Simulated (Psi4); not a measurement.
Torsional profile of C11H10OS, SMILES COc1cccc(-c2cccs2)c1. Scanned: dihedral C6–C7–C8–S12; all other coordinates were relaxed at GFN2-xTB. Points at φ and −φ are mirror images.

Geometry of the scan point at 60° (Å):
```
23

C     -2.5614     2.4499     0.7607
O     -2.9831     1.1225     0.5653
C     -2.0485     0.1789     0.2635
C     -2.5330    -1.1174     0.0760
C     -1.6663    -2.1450    -0.2312
C     -0.3087    -1.9049    -0.3579
C      0.1819    -0.6165    -0.1859
C      1.6152    -0.3484    -0.2610
C      2.4070     0.2584     0.6682
C      3.7448     0.4131     0.2437
C      3.9488    -0.0522    -1.0139
S      2.5132    -0.6976    -1.7065
C     -0.6878     0.4231     0.1388
H     -2.0889     2.8587    -0.1384
H     -1.8687     2.5324     1.6047
H     -3.4647     3.0165     0.9811
H     -3.5928    -1.2876     0.1792
H     -2.0500    -3.1450    -0.3671
H      0.3723    -2.7072    -0.5985
H      2.0477     0.5584     1.6367
H      4.5160     0.8537     0.8501
H      4.8551    -0.0580    -1.5859
H     -0.2787     1.4119     0.2755
```

Calculation: PBE-D3(BJ)/def2-SVP // GFN2-xTB (Psi4).

Scanned values (°): -165, -150, -135, -120, -105, -90, -75, -60, -45, -30, -15, 0, 15, 30, 45, 60, 75, 90, 105, 120, 135, 150, 165, 180.

Q: Describe the profile: where are the wells and the tops?

A: Lower than their neighbours: -165° (0.0 kJ/mol), -15° (0.5 kJ/mol), 15° (0.5 kJ/mol), 165° (0.0 kJ/mol). Higher than their neighbours: -90° (16.4 kJ/mol), 0° (0.9 kJ/mol), 90° (16.4 kJ/mol), 180° (0.3 kJ/mol). The whole profile spans 16.4 kJ/mol.
